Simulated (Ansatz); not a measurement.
Correlation energies of `C[CH2][Al]([Cl])[CH2]C` by basis set

Cartesian coordinates in Å:
```
C -1.898 -0.867 1.426
C -1.987 0.280 0.420
Al -0.331 0.706 -0.524
Cl -0.404 2.289 -1.925
C 1.374 -0.212 -0.274
C 2.554 0.273 -1.114
H -1.594 -1.803 0.950
H -2.857 -1.055 1.919
H -1.168 -0.662 2.213
H -2.333 1.198 0.912
H -2.754 0.071 -0.336
H 1.616 -0.154 0.797
H 1.192 -1.281 -0.449
H 2.348 0.187 -2.183
H 3.464 -0.297 -0.908
H 2.777 1.326 -0.924
```

Total charge 0; spin multiplicity 1. The structure was optimised at the PBE0-D4/def2-TZVP level. It is one conformer, not always the lowest. Frozen core, restricted reference, Ansatz.

```
     basis     HF (Eh)  MP2 corr.
  def2-SVP  -858.46317   -0.77107
def2-TZVPP  -858.87505   -0.97228
def2-QZVPP  -858.90224   -1.04218
```

(1) Estimate the CCSD correlation energy and the (T) correction in each basis where they were run (hartree).

Answers

(1) 
```tsv
basis	CCSD corr.	(T)
def2-SVP	-0.84779	-0.02321
```
